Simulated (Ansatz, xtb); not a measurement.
Two isomers of C4H2F2O

We compare X, `Fc1coc(F)c1`, a singlet, with Y, `Fc1ccc(F)o1`, a singlet. Both are isolated molecules in the gas phase, relaxed with B3LYP-D3(BJ)/def2-SVP.

Energies in hartree; the thermal terms are from B3LYP-D3(BJ)/def2-SVP harmonic frequencies (ideal gas, rigid rotor, one conformer each, 298.15 K, 1 atm) and include the zero-point energy:

```
                              X           Y
E, CCSD(T)/def2-SVP  −427.094194  −427.098353
    E, MP2/def2-SVP  −427.035594  −427.040023
  E, MP2/def2-TZVPP  −427.833015  −427.836465
  zero-point energy     0.054457     0.054528
       H(298 K) − E     0.060550     0.060606
       G(298 K) − E     0.025380     0.026106
```

Task: Correct the CCSD(T) difference for the basis set by the MP2 change, then work out ΔE, ΔE₀, ΔH and ΔG for X → Y in kJ/mol (1 Eh = 2625.50 kJ/mol) and the equilibrium ratio [Y]/[X].

Result: 1. Differences Y − X: CCSD(T) −0.004159, MP2 in the small set −0.004429, MP2 in the large set −0.003450 Eh.
2. ΔE = −0.004159 + (−0.003450 − (−0.004429)) = −0.003180 Eh = −8.35 kJ/mol.
3. ΔE₀ = ΔE + ΔZPE = −0.003180 + (+0.000071) Eh = −8.16 kJ/mol.
4. ΔH = ΔE + (+0.000056) Eh = −8.20 kJ/mol.
5. ΔG = ΔE + (+0.000726) Eh = −6.44 kJ/mol, so ΔS = (ΔH − ΔG)/T = −5.9 J/(mol K).
6. kT = 0.9442 mEh, so K = [Y]/[X] = exp(−ΔG/kT) = exp(+2.60) ≈ 13.

Structure Y is favoured at this temperature. An error of 4 kJ/mol in ΔG would change K by a factor of 5. Mirror images and further conformers aren't counted.

As drawn, both hold the same kinds of bond in the same numbers.

Other levels gave ΔE = −1.6 (GFN2-xTB); −13.6 (HF/STO-3G, GFN2-xTB geometries); −9.4 (r2SCAN-D4/def2-SVP, GFN2-xTB geometries); −8.1 (B3LYP-D3(BJ)/def2-SVP); −9.2 (HF/def2-SVP); −11.6 (MP2/def2-SVP); −10.9 (CCSD(T)/def2-SVP) kJ/mol. The correlated steps freeze 7 core orbitals. Programs: Ansatz 0.2.0, xtb 6.7.1.
